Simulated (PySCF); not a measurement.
Spectrum to structure. Level of theory: PySCF 2.14.0, density-fitted response routines, TDDFT CAM-B3LYP/def2-SVPD, vertical, gas phase, core orbitals frozen in the response. Geometries: GFN2-xTB, one conformer each.

```tsv
state	E (eV)	f	main configurations (H = HOMO, L = LUMO)
S1	6.08	0.0046	H→L (92%)
S2	6.62	0.0063	H-3→L (68%), H-2→L (17%)
S3	6.67	0.072	H-1→L (70%), H-2→L (15%)
S4	6.91	0.046	H-2→L (44%), H-3→L (20%), H-1→L (14%)
S5	7.78	0.021	H-4→L (63%), H-7→L (19%), H-8→L (9%)
S6	7.97	0.043	H-8→L (31%), H-4→L (21%), H-7→L (14%)
S7	8.09	0.028	H-6→L (46%), H-5→L (24%), H-2→L (15%)
S8	8.14	0.095	H-5→L (38%), H-7→L (31%), H-6→L (8%)
```

Triplets computed (Tamm–Dancoff): 5.42, 5.76, 5.96 eV.

Question: Which structure fits?
A. `CCC1(C(=O)Cl)CC1`
B. `CC[C@@H]1C[C@H]1C(=O)Cl`
C. `[C@H](C(Cl)=O)(CC=C)C`
D. `O=S(=O)(Cl)C1CCC1`

Answer: D. Its S1, at 6.08 eV, is the highest among the candidates; the nearest of the others has S1 at 5.26 eV. S1 is HOMO→LUMO (92%). Löwdin shares by element: HOMO oxygen 50%, chlorine 44%; LUMO chlorine 44%, sulfur 26%, oxygen 17%. At the same level the other candidates give, for their lowest levels:
- `CCC1(C(=O)Cl)CC1`: 5.19 eV (f 0.000); 6.85 eV (f 0.006); 6.99 eV (f 0.144); 7.05 eV (f 0.040); 7.49 eV (f 0.004); T1 4.71 eV; HOMO -9.76, LUMO 0.13 eV
- `CC[C@@H]1C[C@H]1C(=O)Cl`: 5.26 eV (f 0.000); 6.57 eV (f 0.009); 7.04 eV (f 0.138); 7.13 eV (f 0.204); 7.58 eV (f 0.016); T1 4.80 eV; HOMO -9.85, LUMO 0.10 eV
- `C=CC[C@@H](C)C(=O)Cl`: 5.13 eV (f 0.001); 6.15 eV (f 0.007); 6.68 eV (f 0.002); 7.19 eV (f 0.008); 7.38 eV (f 0.319); T1 4.44 eV; HOMO -8.98, LUMO 0.09 eV

Shape of the structure used: `[O:1]=[S:2](=[O:3])([Cl:4])[CH:5]1[CH2:6][CH2:7][CH2:8]1`: O1–S2–C5–C6 42°.
